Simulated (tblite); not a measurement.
Species: C3H5OPSi.
SMILES: `[SiH3]C1=COC=P1`

All values are computed: GFN2-xTB (tblite) harmonic vibrations without scaling, gas phase. The method is semi-empirical: single wavenumbers can be off by several per cent or more. Modes of hydrogen on silicon can be 10 to 20 % off.

Harmonic wavenumbers (cm⁻¹): 49.9, 162.4, 170.9, 401.7, 418.7, 529.7, 534.0, 570.8, 655.5, 706.6, 752.1, 768.6, 777.1, 784.4, 787.9, 932.3, 1039.8, 1062.8, 1177.7, 1197.9, 1283.3, 1492.0, 2253.0, 2257.3, 2259.0, 3114.8, 3116.0.

A = 4972, B = 1737, C = 1307 MHz; mass 115.985 u (most abundant isotopes); point group Cs, symmetry number 1.

Task: Zero-point energy?

Result: Half the sum of the wavenumbers: 14628 cm⁻¹ = 174.99 kJ/mol.

Task: Give the ideal-gas entropy at 400 K and 1 bar in the rigid-rotor, harmonic-oscillator model (classical rotation).

Result: Translation 174.25, rotation 119.75, vibration 92.24: S = 386.2 J/(mol K).

Task: And Cp and H(400 K) − H(0)?

Result: Cp = 139.80 J/(mol K), of which vibrations give 106.55 (their classical limit is 27 R = 224.5); H(400 K) − H(0) = 33.56 kJ/mol without the zero-point energy, 20.26 from vibrations.

Task: What must be added to the electronic energy to get the Gibbs energy at 400 K and 1 bar?

Result: ZPE + [H(400 K) − H(0)] − T·S = 174.99 + 33.56 − 154.50 = 54.05 kJ/mol.

Task: Which modes carry the vibrational entropy at 400 K?

Result: 49.9 cm⁻¹: 22.61; 162.4 cm⁻¹: 12.90; 170.9 cm⁻¹: 12.49; 401.7 cm⁻¹: 5.94; 418.7 cm⁻¹: 5.65; 529.7 cm⁻¹: 4.11 J/(mol K); the other 21 give 28.54 together.

Hindered rotation and anharmonicity are outside this model.

Time: 0.23 s wall. Hardware: one thread of an Arm Neoverse V2, shared host with 32 logical CPUs at a one-minute load of 11. This covers the Hessian and the dipole derivatives.
